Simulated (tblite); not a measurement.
A geometry optimisation, step by step.

C₅H₁₂BNSi₂.
Atom-mapped SMILES: `[CH:1]#[C:2][BH:3][C@@H:4]1[CH2:5][CH2:6][Si@@H:7]([NH2:8])[SiH2:9]1` (hydrogens: H10 on C1; H11 on B3; H12 on C4; H13, H14 on C5; H15, H16 on C6; H17 on Si7; H18, H19 on N8; H20, H21 on Si9)

Computed with GFN2-xTB (tblite), gas phase: L-BFGS steps from a force-field or distance-geometry start until the largest atomic force falls under 0.01 eV/Å. 4 of its 137 geometries are shown.

Step 0: E = -661.7674 eV, largest atomic force 3.024 eV/Å
```
atom  x, y, z in Å  |  force x, y, z in eV/Å
C1      4.593    0.507    0.310   -2.732  -0.402  -1.232
C2      3.469    0.318   -0.178    2.550   0.689   0.748
B3      2.103    0.045   -0.779    0.251  -0.975   0.813
C4      0.799    0.378    0.069    1.279  -0.365  -0.587
C5      0.323   -0.945    0.691    0.324  -0.486  -0.268
C6     -0.969   -0.701    1.411   -0.844   0.428   0.559
Si7    -2.113   -0.400   -0.044   -1.637   0.211  -0.236
N8     -3.582    0.450    0.401   -0.538  -0.250  -0.643
Si9    -0.606    0.917   -1.063   -0.202   0.557  -0.426
H10     5.555    0.670    0.720   -0.265  -0.075  -0.044
H11     2.006   -0.831   -1.589    0.133   0.602   0.056
H12     1.025    1.109    0.841   -0.148   0.039   0.250
H13     1.079   -1.379    1.370   -0.113   0.095  -0.434
H14     0.082   -1.653   -0.150    0.784   0.181   0.797
H15    -0.916    0.277    1.941    0.009  -0.958   0.321
H16    -1.290   -1.531    2.053    0.364   0.446   0.088
H17    -2.347   -1.627   -0.809   -0.268  -0.186   0.147
H18    -3.486    1.471    0.289   -0.528  -0.936   0.022
H19    -4.469    0.075   -0.012    1.235   0.857   0.605
H20    -0.884    2.337   -0.869    0.162   0.290  -0.236
H21    -0.381    0.531   -2.447    0.184   0.239  -0.298
```

Step 45: E = -662.5372 eV, largest atomic force 0.224 eV/Å
```
atom  x, y, z in Å  |  force x, y, z in eV/Å
C1      4.549    0.765    0.185   -0.072  -0.054  -0.111
C2      3.496    0.397   -0.277    0.158   0.071   0.034
B3      2.171   -0.161   -0.709    0.042   0.011  -0.011
C4      0.867    0.238    0.055    0.058  -0.095   0.077
C5      0.316   -0.994    0.809   -0.006  -0.034  -0.002
C6     -1.116   -0.815    1.311   -0.009   0.033   0.025
Si7    -2.197   -0.256   -0.163    0.031  -0.108  -0.147
N8     -3.636    0.467    0.456   -0.087   0.132   0.094
Si9    -0.464    0.920   -1.167   -0.102  -0.144   0.016
H10     5.489    1.064    0.552    0.000   0.053   0.025
H11     2.136   -0.972   -1.558    0.005  -0.014   0.021
H12     1.065    1.010    0.806   -0.055   0.040  -0.010
H13     0.983   -1.198    1.657   -0.046  -0.007  -0.073
H14     0.358   -1.875    0.158   -0.051   0.078   0.007
H15    -1.138   -0.045    2.090    0.026  -0.076  -0.033
H16    -1.460   -1.740    1.776    0.021   0.055  -0.026
H17    -2.715   -1.399   -0.946    0.046   0.060   0.115
H18    -3.610    1.390    0.865   -0.082  -0.185  -0.096
H19    -4.514    0.291   -0.004    0.065   0.156   0.023
H20    -0.401    2.391   -1.180    0.014   0.025   0.052
H21    -0.188    0.538   -2.562    0.044   0.001   0.019
```

Step 91: E = -662.7039 eV, largest atomic force 0.092 eV/Å
```
atom  x, y, z in Å  |  force x, y, z in eV/Å
C1      4.197    1.546   -0.322    0.008   0.013  -0.001
C2      3.312    0.728   -0.338    0.003  -0.059  -0.008
B3      2.266   -0.356   -0.341   -0.039   0.006  -0.032
C4      0.883   -0.119    0.310   -0.001   0.027  -0.025
C5      0.132   -1.345    0.837    0.007  -0.007  -0.022
C6     -1.308   -1.024    1.239   -0.024   0.009  -0.011
Si7    -2.167   -0.158   -0.235   -0.017  -0.027  -0.044
N8     -3.430    0.839    0.394    0.056  -0.066   0.032
Si9    -0.185    0.677   -1.111    0.053  -0.032   0.016
H10     4.968    2.261   -0.313    0.003   0.044   0.007
H11     2.507   -1.365   -0.899   -0.017   0.012   0.047
H12     0.894    0.643    1.097    0.063  -0.021   0.020
H13     0.672   -1.752    1.698    0.005   0.003   0.016
H14     0.124   -2.124    0.071    0.004  -0.024  -0.033
H15    -1.292   -0.355    2.104   -0.024  -0.040   0.006
H16    -1.809   -1.939    1.556   -0.023   0.049  -0.012
H17    -2.879   -1.098   -1.121    0.022  -0.003   0.048
H18    -3.361    1.188    1.334    0.013   0.060   0.051
H19    -3.863    1.526   -0.196   -0.057   0.031  -0.062
H20     0.157    2.108   -1.175   -0.041  -0.002  -0.018
H21     0.172    0.134   -2.434    0.006   0.028   0.023
```

Step 136: E = -662.7250 eV, largest atomic force 0.010 eV/Å
```
atom  x, y, z in Å  |  force x, y, z in eV/Å
C1      4.102    1.601   -0.353    0.002   0.002   0.001
C2      3.291    0.709   -0.357    0.002  -0.001   0.005
B3      2.279   -0.407   -0.332   -0.002   0.001   0.000
C4      0.899   -0.163    0.325    0.003  -0.003   0.003
C5      0.129   -1.387    0.832    0.001  -0.002  -0.001
C6     -1.310   -1.054    1.231    0.001  -0.002   0.003
Si7    -2.150   -0.149   -0.229    0.006   0.003   0.001
N8     -3.371    0.890    0.421    0.005  -0.002   0.000
Si9    -0.153    0.674   -1.081   -0.005  -0.001  -0.001
H10     4.811    2.379   -0.352    0.002   0.000  -0.004
H11     2.535   -1.430   -0.851   -0.005   0.009   0.001
H12     0.938    0.580    1.128    0.000   0.000  -0.003
H13     0.660   -1.810    1.692   -0.005  -0.004   0.000
H14     0.116   -2.158    0.056    0.000   0.005  -0.008
H15    -1.299   -0.414    2.117    0.001   0.004   0.003
H16    -1.833   -1.966    1.518   -0.001  -0.004  -0.001
H17    -2.917   -1.065   -1.086   -0.001   0.000   0.000
H18    -3.140    1.489    1.198   -0.005   0.005   0.005
H19    -3.975    1.383   -0.215   -0.003  -0.002  -0.004
H20     0.141    2.118   -1.090    0.002  -0.005  -0.004
H21     0.239    0.199   -2.418    0.000  -0.003   0.003
```

Task: Summarise the path.

Result: The energy falls by 22.08 kcal/mol from step 0 to step 136; nine tenths of that is first reached at step 63. It falls at every step. The largest force goes from 3.024 to 0.010 eV/Å. Among the bonds Si7–Si9 changes most, from 2.246 to 2.322 Å; the atoms move by 0.918 Å rms after alignment.

Task: Follow the three bonds and two angles with the largest change from start to end.

Result: 
```csv
step,E above end (kcal/mol),largest force (eV/Å),Si7–Si9 (Å),C4–Si9 (Å),B3–C4 (Å),B3–C4–C5 (°),N8–Si7–H17 (°)
0,22.08,3.024,2.246,1.882,1.590,106.8,113.8
6,10.39,0.394,2.289,1.925,1.559,105.0,114.2
12,6.76,0.271,2.333,1.941,1.574,108.2,107.1
18,5.90,0.172,2.320,1.926,1.566,108.0,104.0
24,5.51,0.088,2.321,1.929,1.565,109.1,103.0
30,5.22,0.167,2.308,1.934,1.574,109.4,103.2
35,4.93,0.153,2.325,1.926,1.570,110.0,103.9
41,4.59,0.205,2.311,1.942,1.567,109.8,104.0
47,4.11,0.176,2.317,1.929,1.563,109.5,102.9
53,3.31,0.303,2.326,1.933,1.559,109.8,102.5
59,2.67,0.176,2.334,1.937,1.555,110.5,103.4
65,2.03,0.143,2.331,1.940,1.558,112.2,102.9
71,1.62,0.173,2.323,1.942,1.558,114.1,102.9
77,1.34,0.129,2.322,1.948,1.556,114.1,103.1
83,1.01,0.136,2.322,1.948,1.551,115.9,103.1
89,0.55,0.100,2.326,1.944,1.548,117.1,103.3
95,0.39,0.091,2.325,1.942,1.544,117.4,103.8
101,0.28,0.064,2.322,1.946,1.547,117.5,104.4
106,0.22,0.056,2.321,1.948,1.547,117.2,104.0
112,0.12,0.096,2.321,1.944,1.547,117.0,103.0
118,0.06,0.092,2.322,1.945,1.547,117.5,103.1
124,0.02,0.031,2.323,1.947,1.547,117.4,103.1
130,0.01,0.015,2.321,1.946,1.547,117.6,103.0
136,0.00,0.010,2.322,1.946,1.548,117.6,103.0
```

The cost below is that of the whole relaxation. Time: 2.5 s. Hardware: an Arm Neoverse N1 with one thread, shared host with 64 logical CPUs at a one-minute load of 56.
